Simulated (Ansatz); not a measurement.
Born–Oppenheimer molecular dynamics of a periodic cell of 17 atoms, Al$_{16}$In (surface Al(110), adsorbate In). It goes on from the last frame of an earlier run, with new velocities.

Theory: Ansatz 0.2.0, DFT PBE, scalar-relativistic, plane waves, PAW. Settings: PAW set soft_1, cutoff 420 eV, k mesh 2x3x1, fermi-dirac smearing 0.15 eV, no spin polarisation.

- ensemble: NVT, Langevin thermostat
- time step: 2 fs
- steps asked: 170
- set temperature: 2400 K
- friction: 0.01 /fs
- atoms held: 1 to 4
- seed: 745193

Frames 10 fs apart, positions in Å.

Velocities at 40.0 fs (Å/ps):

```
Al 0.00 0.00 0.00
Al 0.00 0.00 0.00
Al 0.00 0.00 0.00
Al 0.00 0.00 0.00
Al -8.40 11.33 6.23
Al 7.29 -10.60 -5.72
Al -0.56 -3.17 0.33
Al -14.81 0.13 -3.90
Al 6.81 -15.79 -9.28
Al -3.81 2.10 5.43
Al 4.42 8.31 1.97
Al 2.04 10.11 -0.28
Al -12.66 -0.65 -7.19
Al -3.38 12.90 11.71
Al -20.08 0.74 1.82
Al -4.16 -9.43 5.11
In -2.86 -2.45 6.93
```

```xyz
17
Lattice="8.1000 0.0000 0.0000 0.0000 5.7276 0.0000 0.0000 0.0000 15.2957" Properties=species:S:1:pos:R:3 time_fs=40.0 energy_less_start_eV=1.672 T=2198
Al 2.025 1.432 1.000
Al 6.075 1.432 1.000
Al 2.025 4.296 1.000
Al 6.075 4.296 1.000
Al 0.264 0.471 2.114
Al 4.141 0.415 2.546
Al 0.148 3.536 3.251
Al 3.941 3.497 2.829
Al 2.058 1.499 4.150
Al 5.861 2.016 3.499
Al 2.061 4.392 4.784
Al 5.987 4.547 3.876
Al -0.211 0.148 4.930
Al 4.249 0.149 5.400
Al -1.295 3.207 5.888
Al 4.321 3.126 5.513
In 1.857 5.205 7.064
17
Lattice="8.1000 0.0000 0.0000 0.0000 5.7276 0.0000 0.0000 0.0000 15.2957" Properties=species:S:1:pos:R:3 time_fs=50.0 energy_less_start_eV=1.336 T=2529
Al 2.025 1.432 1.000
Al 6.075 1.432 1.000
Al 2.025 4.296 1.000
Al 6.075 4.296 1.000
Al 0.143 0.566 2.221
Al 4.189 0.321 2.508
Al 0.143 3.477 3.225
Al 3.792 3.464 2.753
Al 2.147 1.305 4.049
Al 5.876 2.025 3.582
Al 2.105 4.447 4.782
Al 5.996 4.659 3.836
Al -0.308 0.138 4.896
Al 4.221 0.259 5.482
Al -1.484 3.236 5.938
Al 4.257 3.013 5.606
In 1.838 5.190 7.136
17
Lattice="8.1000 0.0000 0.0000 0.0000 5.7276 0.0000 0.0000 0.0000 15.2957" Properties=species:S:1:pos:R:3 time_fs=60.0 energy_less_start_eV=1.276 T=2709
Al 2.025 1.432 1.000
Al 6.075 1.432 1.000
Al 2.025 4.296 1.000
Al 6.075 4.296 1.000
Al 0.035 0.660 2.362
Al 4.171 0.221 2.459
Al 0.128 3.449 3.097
Al 3.611 3.392 2.686
Al 2.250 1.121 3.951
Al 5.974 2.024 3.663
Al 2.163 4.430 4.741
Al 5.989 4.778 3.796
Al -0.346 0.161 4.943
Al 4.240 0.332 5.482
Al -1.602 3.284 6.015
Al 4.119 2.877 5.684
In 1.821 5.176 7.198
17
Lattice="8.1000 0.0000 0.0000 0.0000 5.7276 0.0000 0.0000 0.0000 15.2957" Properties=species:S:1:pos:R:3 time_fs=70.0 energy_less_start_eV=1.730 T=3114
Al 2.025 1.432 1.000
Al 6.075 1.432 1.000
Al 2.025 4.296 1.000
Al 6.075 4.296 1.000
Al -0.091 0.760 2.504
Al 4.136 0.139 2.389
Al 0.116 3.408 2.977
Al 3.441 3.212 2.652
Al 2.369 0.985 3.827
Al 6.104 1.976 3.716
Al 2.222 4.391 4.660
Al 5.993 4.871 3.766
Al -0.401 0.241 5.065
Al 4.284 0.396 5.438
Al -1.647 3.346 6.131
Al 3.958 2.726 5.732
In 1.809 5.171 7.260
17
Lattice="8.1000 0.0000 0.0000 0.0000 5.7276 0.0000 0.0000 0.0000 15.2957" Properties=species:S:1:pos:R:3 time_fs=80.0 energy_less_start_eV=2.464 T=2733
Al 2.025 1.432 1.000
Al 6.075 1.432 1.000
Al 2.025 4.296 1.000
Al 6.075 4.296 1.000
Al -0.165 0.804 2.628
Al 4.077 0.081 2.279
Al 0.101 3.372 2.882
Al 3.354 2.971 2.618
Al 2.451 0.923 3.690
Al 6.214 1.983 3.720
Al 2.244 4.326 4.538
Al 5.932 4.919 3.703
Al -0.408 0.405 5.260
Al 4.348 0.415 5.369
Al -1.675 3.369 6.264
Al 3.807 2.641 5.779
In 1.779 5.186 7.343
17
Lattice="8.1000 0.0000 0.0000 0.0000 5.7276 0.0000 0.0000 0.0000 15.2957" Properties=species:S:1:pos:R:3 time_fs=90.0 energy_less_start_eV=2.842 T=2339
Al 2.025 1.432 1.000
Al 6.075 1.432 1.000
Al 2.025 4.296 1.000
Al 6.075 4.296 1.000
Al -0.181 0.810 2.669
Al 4.054 -0.025 2.144
Al 0.085 3.403 2.783
Al 3.307 2.746 2.572
Al 2.434 0.907 3.658
Al 6.236 2.028 3.697
Al 2.264 4.256 4.424
Al 5.858 4.944 3.640
Al -0.369 0.567 5.488
Al 4.440 0.391 5.298
Al -1.740 3.381 6.318
Al 3.635 2.612 5.813
In 1.750 5.199 7.422
17
Lattice="8.1000 0.0000 0.0000 0.0000 5.7276 0.0000 0.0000 0.0000 15.2957" Properties=species:S:1:pos:R:3 time_fs=100.0 energy_less_start_eV=2.446 T=2741
Al 2.025 1.432 1.000
Al 6.075 1.432 1.000
Al 2.025 4.296 1.000
Al 6.075 4.296 1.000
Al -0.131 0.784 2.693
Al 3.970 -0.172 1.948
Al 0.088 3.497 2.708
Al 3.368 2.648 2.575
Al 2.351 0.828 3.721
Al 6.189 2.126 3.736
Al 2.264 4.213 4.356
Al 5.756 4.919 3.583
Al -0.345 0.725 5.692
Al 4.524 0.332 5.283
Al -1.816 3.347 6.330
Al 3.515 2.592 5.885
In 1.732 5.209 7.503
17
Lattice="8.1000 0.0000 0.0000 0.0000 5.7276 0.0000 0.0000 0.0000 15.2957" Properties=species:S:1:pos:R:3 time_fs=110.0 energy_less_start_eV=2.405 T=3356
Al 2.025 1.432 1.000
Al 6.075 1.432 1.000
Al 2.025 4.296 1.000
Al 6.075 4.296 1.000
Al -0.036 0.757 2.731
Al 3.846 -0.276 1.706
Al 0.067 3.638 2.682
Al 3.535 2.664 2.601
Al 2.221 0.776 3.839
Al 6.118 2.271 3.765
Al 2.229 4.117 4.292
Al 5.716 4.861 3.501
Al -0.362 0.817 5.876
Al 4.642 0.283 5.291
Al -1.901 3.261 6.325
Al 3.396 2.590 5.911
In 1.694 5.247 7.582
17
Lattice="8.1000 0.0000 0.0000 0.0000 5.7276 0.0000 0.0000 0.0000 15.2957" Properties=species:S:1:pos:R:3 time_fs=120.0 energy_less_start_eV=3.670 T=2562
Al 2.025 1.432 1.000
Al 6.075 1.432 1.000
Al 2.025 4.296 1.000
Al 6.075 4.296 1.000
Al 0.022 0.727 2.711
Al 3.748 -0.313 1.506
Al 0.013 3.809 2.664
Al 3.716 2.680 2.637
Al 2.111 0.739 3.960
Al 6.077 2.488 3.827
Al 2.164 4.022 4.237
Al 5.724 4.777 3.392
Al -0.392 0.886 6.016
Al 4.735 0.196 5.309
Al -1.925 3.187 6.330
Al 3.284 2.565 5.908
In 1.647 5.293 7.661
17
Lattice="8.1000 0.0000 0.0000 0.0000 5.7276 0.0000 0.0000 0.0000 15.2957" Properties=species:S:1:pos:R:3 time_fs=130.0 energy_less_start_eV=4.412 T=2022
Al 2.025 1.432 1.000
Al 6.075 1.432 1.000
Al 2.025 4.296 1.000
Al 6.075 4.296 1.000
Al -0.008 0.658 2.675
Al 3.768 -0.253 1.377
Al -0.049 3.932 2.609
Al 3.878 2.696 2.602
Al 2.067 0.676 4.098
Al 6.063 2.598 3.882
Al 2.102 3.917 4.200
Al 5.761 4.756 3.293
Al -0.395 0.995 6.090
Al 4.827 0.154 5.331
Al -1.947 3.153 6.401
Al 3.170 2.451 5.856
In 1.589 5.325 7.719
17
Lattice="8.1000 0.0000 0.0000 0.0000 5.7276 0.0000 0.0000 0.0000 15.2957" Properties=species:S:1:pos:R:3 time_fs=140.0 energy_less_start_eV=3.936 T=2047
Al 2.025 1.432 1.000
Al 6.075 1.432 1.000
Al 2.025 4.296 1.000
Al 6.075 4.296 1.000
Al -0.107 0.618 2.650
Al 3.926 -0.185 1.332
Al -0.043 4.001 2.575
Al 3.988 2.724 2.549
Al 1.995 0.625 4.234
Al 6.089 2.534 3.963
Al 2.058 3.824 4.135
Al 5.757 4.810 3.199
Al -0.388 1.079 6.158
Al 4.881 0.139 5.347
Al -2.010 3.160 6.479
Al 3.086 2.288 5.839
In 1.514 5.362 7.776
17
Lattice="8.1000 0.0000 0.0000 0.0000 5.7276 0.0000 0.0000 0.0000 15.2957" Properties=species:S:1:pos:R:3 time_fs=150.0 energy_less_start_eV=3.719 T=2108
Al 2.025 1.432 1.000
Al 6.075 1.432 1.000
Al 2.025 4.296 1.000
Al 6.075 4.296 1.000
Al -0.168 0.648 2.578
Al 4.101 -0.075 1.328
Al -0.057 3.972 2.523
Al 4.045 2.734 2.477
Al 1.916 0.591 4.353
Al 6.177 2.418 4.029
Al 2.052 3.739 4.008
Al 5.739 4.897 3.133
Al -0.367 1.123 6.204
Al 4.928 0.126 5.355
Al -2.109 3.186 6.544
Al 3.025 2.122 5.825
In 1.443 5.400 7.828
```

Of the whole run (340 fs, mean temperature of the second half 2660 K): The mean temperature of the second half is 11 % above the set value. A run of 0.34 ps of so small a system gives no equilibrium averages. Limits of this set-up: coarse k mesh, thin slab, slab without dipole correction.

The run took 27 min on 1 thread of Arm Neoverse V1 (shared host), peak memory 0.82 GiB.
